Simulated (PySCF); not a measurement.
B3LYP has the VWN-RPA correlation part, as in Gaussian. 

**CH2S, SMILES `C=S` (charge 0, multiplicity 1)**

Computed with B3LYP-D3(BJ)/def2-TZVP (PySCF).

```
Property                                       Value
-------------  -------------------------------------
HOMO                                        -6.46 eV
dipole moment                                 1.70 D
HOMO–LUMO gap                                3.70 eV
LUMO                                        -2.76 eV
total energy                            -437.5134 Ha
cost           about 5 core-seconds (a rough figure)
```

```xyz
4

C     -0.1108    -0.0023     0.0029
S      1.4937     0.0308    -0.0357
H     -0.7104     0.9063     0.0203
H     -0.6726    -0.9348     0.0125
```
